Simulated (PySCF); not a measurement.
A structure optimised at PBE-D3(BJ)/def2-SVP, used in a PySCF frequency run:

```
W
O 1 1.7206
O 1 1.8947 2 108.41
H 3 0.9761 1 124.25 2 145.02
S 1 2.1551 2 110.81 3 123.13
S 1 2.3488 2 108.75 3 -122.82
H 6 1.3680 1 94.25 2 39.94
```

Question: Write its SMILES and formula.

Answer: [O]=[W]([OH])(=[S])[SH], H2O2S2W

Question: What are its rotational constants (standard atomic weights)?

Answer: 2.2888, 1.7626, 1.3980 GHz
